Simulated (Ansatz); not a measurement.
These are frozen-core CCSD(T)/cc-pVTZ // PBE0-D4/def2-TZVP (Ansatz, a first-principles code) values and carry that method's errors.

Ansatz 0.2 input:
```yaml
crystal:
  periodic: [false, false, false]
  atoms:
    - { symbol: Si, position_ang: [-1.563323, 1.924529, -0.071568] }
    - { symbol: Al, position_ang: [-0.050492, -0.009819, 0.050496] }
    - { symbol: Si, position_ang: [2.346284, 0.378933, 0.443981] }
    - { symbol: Si, position_ang: [-0.826042, -2.312095, -0.328764] }
    - { symbol: H, position_ang: [-3.006276, 1.556413, -0.02086] }
    - { symbol: H, position_ang: [-1.331206, 2.643856, -1.359744] }
    - { symbol: H, position_ang: [-1.301249, 2.898757, 1.02666] }
    - { symbol: H, position_ang: [2.602296, 1.565551, 1.309256] }
    - { symbol: H, position_ang: [3.012619, 0.638113, -0.867576] }
    - { symbol: H, position_ang: [3.030967, -0.792102, 1.061885] }
    - { symbol: H, position_ang: [-0.161738, -2.879415, -1.539218] }
    - { symbol: H, position_ang: [-2.298149, -2.427355, -0.527099] }
    - { symbol: H, position_ang: [-0.453687, -3.185367, 0.822548] }
basis:
  gaussian: { orbitals: cc-pVTZ }
correlation:
  method: ccsd_t
```

Output:

```
Functional definition: HF
1505 factors; integrals over basis functions are off by at most 1.0e-3 eV
mean field evaluation 1: about -30310.4642 eV, gradient 1.8e1 eV
mean field evaluation 2: about -30310.6751 eV, gradient 1.8e1 eV
mean field evaluation 4: about -30313.0023 eV, gradient 1.6e0 eV
mean field evaluation 8: about -30313.0113 eV, gradient 2.9e-1 eV
mean field evaluation 16: about -30310.4642 eV, gradient 1.8e1 eV
mean field -30313.01208576 eV, -1113.9826472541 hartree, gradient 3.2e-6 eV, S^2 0.000000; 0 other end points of the search recorded, 0 dependent functions left out
20 core orbitals not correlated
reference -30313.01208576 eV, -1113.9826472541 hartree; 12, 12 occupied and 230, 230 virtual orbitals, 1505 factors
second order -12.50888906 eV of doubles, -0.00000000 eV of singles
cycle   1  -14.19909589 eV  change    -1.7e0 eV  update   1.0e-1
cycle   2  -14.81379982 eV  change   -6.1e-1 eV  update   3.5e-2
cycle   3  -14.85247633 eV  change   -3.9e-2 eV  update   1.1e-2
cycle   4  -14.84612702 eV  change    6.3e-3 eV  update   3.9e-3
cycle   5  -14.84403878 eV  change    2.1e-3 eV  update   1.2e-3
cycle   6  -14.84377991 eV  change    2.6e-4 eV  update   4.0e-4
cycle   7  -14.84383731 eV  change   -5.7e-5 eV  update   1.2e-4
cycle   8  -14.84387690 eV  change   -4.0e-5 eV  update   4.5e-5
cycle   9  -14.84387618 eV  change    7.2e-7 eV  update   1.6e-5
perturbative correction -0.51001958 eV, -0.0187428738 hartree
Total energy: -30328.36598152 eV, -1114.5468925161 hartree
```

Cost: around 6 core-minutes (rough).
